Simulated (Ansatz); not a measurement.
```xyz
12

C    -0.861   -1.018    0.787
C    -0.220    0.304    0.448
C    -0.206    0.735   -1.033
Si    1.469    0.436   -0.306
H    -0.523   -1.809    0.113
H    -1.952   -0.962    0.702
H    -0.617   -1.330    1.805
H    -0.491    1.110    1.126
H    -0.600    0.006   -1.736
H    -0.526    1.748   -1.255
H     2.187   -0.805   -0.668
H     2.341    1.586    0.016
```

Total charge 0; spin multiplicity 1.

Task: List the r2SCAN/def2-TZVPP orbital energies in eV (Ansatz 0.2.0). (Best estimate.)

Result: Computed: Occupied: -1790.61, -273.12, -272.86, -272.85, -141.12, -95.98, -95.97, -95.97, -20.76, -17.94, -14.60, -12.99, -11.71, -10.66, -10.30, -9.54, -8.78, -8.68, -7.04, -5.79. Lowest empty: -0.18, 0.80, 1.17, 1.40, 2.19, 2.51, 2.89, 3.50.
